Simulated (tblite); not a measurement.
Species: C₂H₁₂GeSSi₂.
Atom-mapped SMILES: `[CH3:1][SiH:2]([CH3:3])[S:4][GeH2:5][SiH3:6]` (hydrogens: H7, H8, H9 on C1; H10 on Si2; H11, H12, H13 on C3; H14, H15 on Ge5; H16, H17, H18 on Si6)

Computed with GFN2-xTB (tblite), gas phase: L-BFGS steps from a force-field or distance-geometry start until the largest atomic force falls under 0.01 eV/Å.

Step 138: E = -519.2192 eV
```
atom  x, y, z in Å  |  force x, y, z in eV/Å
C1     -2.5901   -1.3747   -1.1172   -0.021  -0.051  -0.042
Si2    -1.0388   -0.7051   -0.2671   -0.002   0.050   0.023
C3     -1.4504    0.7750    0.8478   -0.009   0.017   0.078
S4      0.2703   -0.1022   -1.8760   -0.010   0.005  -0.099
Ge5     1.7925    1.1486   -0.8514    0.023  -0.019   0.030
Si6     3.0572   -0.0110    0.7600   -0.028   0.063   0.030
H7     -2.3639   -2.2864   -1.6623   -0.012   0.028  -0.014
H8     -2.9876   -0.6566   -1.8304   -0.008  -0.035   0.030
H9     -3.3676   -1.6056   -0.3958    0.012   0.022   0.000
H10    -0.3448   -1.7414    0.5100    0.014  -0.008  -0.004
H11    -2.1631    0.4910    1.6166    0.002   0.006  -0.002
H12    -1.8863    1.5932    0.2796    0.015  -0.009  -0.014
H13    -0.5618    1.1574    1.3473   -0.012  -0.014  -0.015
H14     1.0786    2.4056   -0.3493    0.036  -0.014  -0.052
H15     2.5849    1.6729   -2.0419   -0.043   0.007   0.054
H16     3.7137    0.9418    1.6528   -0.006   0.009   0.000
H17     4.0709   -0.8273    0.1028    0.039  -0.046  -0.021
H18     2.1779   -0.8688    1.5563    0.010  -0.012   0.017
```

Step 139: E = -519.2208 eV
```
atom  x, y, z in Å  |  force x, y, z in eV/Å
C1     -2.5964   -1.3666   -1.1178   -0.017  -0.069  -0.036
Si2    -1.0333   -0.7151   -0.2732   -0.015   0.045   0.009
C3     -1.4259    0.7603    0.8551   -0.009   0.003   0.067
S4      0.2699   -0.1093   -1.8862   -0.003   0.005  -0.088
Ge5     1.7898    1.1476   -0.8635    0.003  -0.021   0.025
Si6     3.0390    0.0052    0.7710   -0.040   0.030   0.020
H7     -2.3784   -2.2717   -1.6790   -0.022   0.050   0.009
H8     -2.9998   -0.6381   -1.8164   -0.002  -0.023   0.020
H9     -3.3681   -1.6037   -0.3915    0.026   0.012  -0.008
H10    -0.3421   -1.7645    0.4891    0.012  -0.002  -0.004
H11    -2.1415    0.4787    1.6216   -0.007   0.004   0.004
H12    -1.8508    1.5886    0.2939    0.008  -0.003  -0.018
H13    -0.5327    1.1268    1.3575    0.005  -0.008  -0.008
H14     1.0731    2.4109   -0.3825    0.037  -0.012  -0.047
H15     2.5911    1.6568   -2.0534   -0.037   0.010   0.047
H16     3.6859    0.9632    1.6628    0.005   0.029   0.015
H17     4.0594   -0.8147    0.1286    0.037  -0.045  -0.016
H18     2.1520   -0.8476    1.5656    0.018  -0.006   0.010
```

Step 140: E = -519.2236 eV
```
atom  x, y, z in Å  |  force x, y, z in eV/Å
C1     -2.6268   -1.3324   -1.1256    0.004  -0.025  -0.047
Si2    -1.0173   -0.7588   -0.2997   -0.089   0.073   0.011
C3     -1.3192    0.6967    0.8901    0.082   0.036   0.004
S4      0.2663   -0.1425   -1.9257    0.010  -0.006  -0.059
Ge5     1.7745    1.1392   -0.9125   -0.038   0.010   0.008
Si6     2.9632    0.0725    0.8182   -0.013   0.013  -0.015
H7     -2.4403   -2.2067   -1.7480   -0.050   0.101   0.067
H8     -3.0468   -0.5582   -1.7671    0.059  -0.070   0.063
H9     -3.3789   -1.5974   -0.3866    0.069  -0.003  -0.036
H10    -0.3403   -1.8620    0.4027   -0.019   0.046  -0.021
H11    -2.0460    0.4272    1.6490   -0.024   0.003   0.023
H12    -1.6969    1.5748    0.3645    0.056  -0.111   0.037
H13    -0.3990    0.9873    1.4029   -0.109  -0.030  -0.078
H14     1.0488    2.4340   -0.5237    0.070  -0.052  -0.043
H15     2.6157    1.5793   -2.1045   -0.039   0.015   0.063
H16     3.5626    1.0719    1.6988    0.000   0.017   0.004
H17     4.0179   -0.7569    0.2398    0.000  -0.017   0.022
H18     2.0538   -0.7616    1.6092    0.032   0.000  -0.002
```

Question: Estimate the geometry and energy of step 141. (The exact step hangs on the optimiser's Hessian estimate; all steps are aligned on step 140, rigid shifts and turns removed.)

Answer: E = -519.2262 eV, largest force 0.085 eV/Å
```
atom  x, y, z in Å  |  force x, y, z in eV/Å
C1     -2.6189   -1.3442   -1.1204    0.009   0.021   0.050
Si2    -1.0213   -0.7429   -0.2953   -0.055   0.024  -0.060
C3     -1.3468    0.7126    0.8806    0.014  -0.034  -0.005
S4      0.2574   -0.1193   -1.9262   -0.003  -0.012  -0.005
Ge5     1.7788    1.1351   -0.8969   -0.078  -0.006  -0.034
Si6     2.9785    0.0545    0.8095    0.001  -0.021  -0.006
H7     -2.4226   -2.2192   -1.7304   -0.023  -0.021  -0.012
H8     -3.0385   -0.5814   -1.7692    0.004   0.019  -0.024
H9     -3.3749   -1.6049   -0.3854    0.059  -0.019   0.001
H10    -0.3326   -1.8295    0.4163    0.007   0.007  -0.003
H11    -2.0716    0.4421    1.6400   -0.045  -0.001   0.032
H12    -1.7309    1.5750    0.3422   -0.002   0.008  -0.003
H13    -0.4353    1.0180    1.3885    0.032   0.021   0.012
H14     1.0671    2.4261   -0.4910    0.032  -0.008  -0.015
H15     2.6101    1.5934   -2.0831    0.003   0.017   0.020
H16     3.5863    1.0503    1.6860    0.015   0.029   0.023
H17     4.0235   -0.7719    0.2112    0.016  -0.020   0.020
H18     2.0828   -0.7874    1.6054    0.014  -0.003   0.009
```

The energy changes by -0.0026 eV. The first-order estimate −F·Δx gives -0.0057 eV and the mean of the old and new forces, exact on a quadratic surface, -0.0027 eV. The step makes an angle of 83° with the force vector and moves no atom by more than 0.050 Å.

The cost below is that of the whole relaxation. The run took 2.8 s wall on one thread, Arm Neoverse N1 (aarch64), shared host with 64 logical CPUs at a one-minute load of 61.
